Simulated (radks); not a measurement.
Q: The silicon ion Si4+, [Ne]. Method: non-relativistic Kohn-Sham, exchange-only LDA, spin-polarised, spherical densities, point nucleus; computed with a radial shooting solver on a logarithmic mesh with Libxc functionals. Every spin shell is full or empty, so the densities are truly spherical. Functionals are evaluated on that one density, not self-consistently. Rank these orbital-free kinetic functionals by their error against the exact value of the orbitals, and give that value: Thomas-Fermi, TF + vW/5, revAPBEK, Perdew 92, Thakkar, Pearson, PG1, DePristo-Kress, Ernzerhof.

A: Exact: 283.532 hartree. From best to worst, with 100 (|E| - |E exact|)/|E exact| (equal figures are ties): Thakkar +0.07, DePristo-Kress +0.20, Perdew 92 -0.38, Ernzerhof +0.43, revAPBEK +0.75, Pearson -1.68, TF + vW/5 +5.30, Thomas-Fermi -7.52, PG1 +26.99.
